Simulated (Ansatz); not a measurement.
Basis sets compared for B7⁻. The state is a singlet with charge -1. Geometry PBE-D4/def2-SVPD. Ansatz on 4 threads of Arm Neoverse V2 on a shared host; times are rough, and most runs start from earlier orbitals.

```xyz
7

B     1.183    0.488   -0.790
B    -0.048   -0.144    1.741
B     1.092    0.539    0.881
B     0.140   -0.250   -1.723
B    -1.201   -0.071   -0.902
B     0.126   -0.541    0.023
B    -1.291   -0.021    0.769
```

The restricted singlet is unstable towards broken spin symmetry in Hartree–Fock (as tested in another run); at PBE-D4/def2-SVPD, PBE-D4/def2-TZVPD, PBE0-D4/def2-SVPD, PBE0-D4/def2-TZVPD this wasn't settled. The structure comes from a short search, and lower isomers may exist.

```tsv
level	functions	energy (Eh)	HOMO (eV)	LUMO (eV)	wall time
PBE-D4/def2-SVPD	140	-173.3904	-0.37	1.07	1.2 s
PBE0-D4/def2-SVPD	140	-173.4083	-1.06	1.91	1.2 s
```

Q: Estimate the rows for PBE-D4/def2-TZVPD, PBE0-D4/def2-TZVPD.

A: 
```
             level  functions  energy (Eh)  HOMO (eV)  LUMO (eV)  wall time
 PBE-D4/def2-TZVPD        259    -173.5610      -0.37       1.05      2.6 s
PBE0-D4/def2-TZVPD        259    -173.5776      -1.06       1.89      3.4 s
```
